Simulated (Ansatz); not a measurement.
The pair A = NH3 (SMILES N) (first 4 atoms), B = Si2H6 (SMILES [SiH3][SiH3]); geometry from B3LYP-D3(BJ)/def2-TZVP.
(charge 0, multiplicity 1):
| atom | x (Å) | y (Å) | z (Å) |
|---|---|---|---|
| N | -0.4125 | 0.1890 | 0.9608 |
| H | -0.3598 | -0.6942 | 0.4668 |
| H | -1.3615 | 0.5340 | 0.8745 |
| H | 0.1981 | 0.8436 | 0.4856 |
| Si | 0.2186 | -1.1891 | 3.7163 |
| Si | 0.3356 | 1.1452 | 3.8724 |
| H | 0.5069 | -1.8193 | 5.0337 |
| H | 1.2140 | -1.7163 | 2.7526 |
| H | -1.1348 | -1.6337 | 3.3057 |
| H | 0.6695 | 1.5692 | 5.2595 |
| H | -0.9617 | 1.7732 | 3.5239 |
| H | 1.3884 | 1.6922 | 2.9828 |

Cores are frozen in the correlated methods. MP2 and its Hartree–Fock in aug-cc-pV(T+d)Z are density fitted.

Codes used: Ansatz (a quantum-chemistry and plane-wave program) with Gaussian orbitals. 

The counterpoise-corrected interaction energy is E(AB) − E(A in the pair's basis) − E(B in the pair's basis). Total energies (hartree):

```json
[
 {"level": "HF/aug-cc-pV(D+d)Z", "AB": "-637.5588870", "A in the pair's basis": "-56.2058854", "B in the pair's basis": "-581.3513146"},
 {"level": "MP2/aug-cc-pV(D+d)Z", "AB": "-637.9875956", "A in the pair's basis": "-56.4059260", "B in the pair's basis": "-581.5755718"},
 {"level": "HF/aug-cc-pV(T+d)Z", "AB": "-637.5968946", "A in the pair's basis": "-56.2203037", "B in the pair's basis": "-581.3748962"},
 {"level": "MP2/aug-cc-pV(T+d)Z", "AB": "-638.1119905", "A in the pair's basis": "-56.4607615", "B in the pair's basis": "-581.6443008"},
 {"level": "CCSD(T)/aug-cc-pV(D+d)Z", "AB": "-638.0684060", "A in the pair's basis": "-56.4264185", "B in the pair's basis": "-581.6361904"}
]
```

Q: Work out the counterpoise-corrected interaction energy at the basis-set limit: extrapolate the MP2 correlation part as X⁻³, take Hartree–Fock from the larger set, and add the CCSD(T) − MP2 difference of aug-cc-pV(D+d)Z.

A: 
1. Differences (1 hartree = 627.509 kcal/mol): HF/aug-cc-pV(D+d)Z -1.059; MP2/aug-cc-pV(D+d)Z -3.826; HF/aug-cc-pV(T+d)Z -1.063; MP2/aug-cc-pV(T+d)Z -4.348; CCSD(T)/aug-cc-pV(D+d)Z -3.638.
2. Correlation parts, MP2 less HF: -2.768 in aug-cc-pV(D+d)Z (X = 2), -3.284 in aug-cc-pV(T+d)Z (X = 3).
3. Limit (3³·(-3.284) − 2³·(-2.768))/(3³ − 2³) = -3.501; with HF/aug-cc-pV(T+d)Z it gives -4.565.
4. CCSD(T) less MP2 in aug-cc-pV(D+d)Z: 0.189.
Result: -4.38 kcal/mol, against -3.83 at MP2/aug-cc-pV(D+d)Z. It is an estimate of this method's limit, not of the exact value.
